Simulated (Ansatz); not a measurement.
System: AlP, charge 0, triplet. AlP (SMILES [Al]=[P], triplet).
B3LYP-D3(BJ)/def2-TZVP minimum from Ansatz (a program for electronic structure):
```
Al
P 1 2.2229
```
Charge 0, spin multiplicity 3.

Total energies in cc-pV(Q+d)Z, 8 correlated electrons, 10 frozen orbitals. Radicals and triplets start from unrestricted determinants; spin-orbit coupling is neglected. Correlated methods leave the cores frozen. No relativity. The UHF reference of AlP ([Al]=[P], triplet) is spin-contaminated (<S^2> up to 0.08 over the pure value in the sets run). The determinant of AlP ([Al]=[P], triplet) is a saddle point of the SCF energy; a lower one exists, which strains HF and MP2.

| method | program | energy (Eh) | minus CCSDT(Q) (mEh) |
|---|---|---|---|
| HF | Ansatz | -582.62637 | 216.99 |
| MP2 | Ansatz | -582.80154 | 41.82 |
| CCSD | Ansatz | -582.82682 | 16.54 |
| CCSD(T) | Ansatz | -582.84035 | 3.01 |
| CCSDT(Q) | Ansatz | -582.84336 | 0.00 |

Rough core times of Ansatz's runs on a shared machine: CCSD(T) 6 min, CCSDT(Q) 30 min.
